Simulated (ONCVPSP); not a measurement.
## Before and after: ONCV potential for Si (Z = 14)

| Item | Value |
| --- | --- |
| Element | Si |
| Generator | ONCVPSP 4.0.1 |
| Type | optimised norm-conserving Vanderbilt (ONCV) |
| Functional | PBEsol |
| Relativity | scalar-relativistic |
| Frozen core | [He] |
| Valence charge | 12 |
| Reference configuration | 2s2 2p6 3s2 3p1.75 (charge +0.25) |
| Partial waves | 2s+3s: rc 0.90 bohr, ncon 5, nbas 10, qcut 14.8 1/bohr, 2 projectors; 2p+3p: rc 0.95 bohr, ncon 4, nbas 9, qcut 16.1 1/bohr, 2 projectors |
| Local potential | polynomial inside 0.60 bohr (lpopt 1, dvloc0 2 Ha) |
| Core correction | polynomial model core, fcfact 0.4 |

Change: all radii but the core radius scaled by about 0.85 (s 0.76, p 0.82 bohr); local potential polynomial inside 0.52 bohr (lpopt 1, dvloc0 2 Ha).

Cutoffs: the cutoffs (Ha) at which the residual kinetic energy of the hardest occupied pseudo-wave falls to 1 and 0.1 mHa per electron; they do not see the model core or the augmentation charge, which bear on the density cutoff. Errors are all-electron minus pseudo energies relative to the spin-unpolarised reference configuration.

**Question.** Predict the effect on cutoff, ghosts and configuration errors.

**Answer.** The potential gets harder (95 Ha and 108 Ha → 107 Ha and 120 Ha); of the 4 tests that both files solve, the error grows in 0 and shrinks in 2 by more than 15 % and 0.3 meV (median size 0.3 → 0.2 meV); neither file shows a bound ghost. A smaller radius makes the pseudo-wave follow the all-electron one further in, where it bends more sharply, so more plane waves are needed.

```tsv
quantity	base	changed
cutoff, loose	95 Ha	107 Ha
cutoff, tight	108 Ha	120 Ha
loose cutoff by channel	s 70 Ha, p 95 Ha	s 86 Ha, p 107 Ha
bound ghosts	none	none
GHOST(+) flags under 300 eV	none	none
error for 2s2 2p6 3s2 3p2, meV [ΔE -1.23 eV]	0.0	0.0
error for 2s2 2p6 3s2 3p1, meV [ΔE 6.48 eV]	+0.2	+0.2
error for 2s2 2p6 3s2 3p0, meV [ΔE 22.45 eV]	+1.8	+1.5
error for 2s2 2p6 3s1 3p2, meV [ΔE 13.89 eV]	-0.5	-0.1
rms error of d²Exc/dni dnj with the model core, mHa	1.76	1.75
```
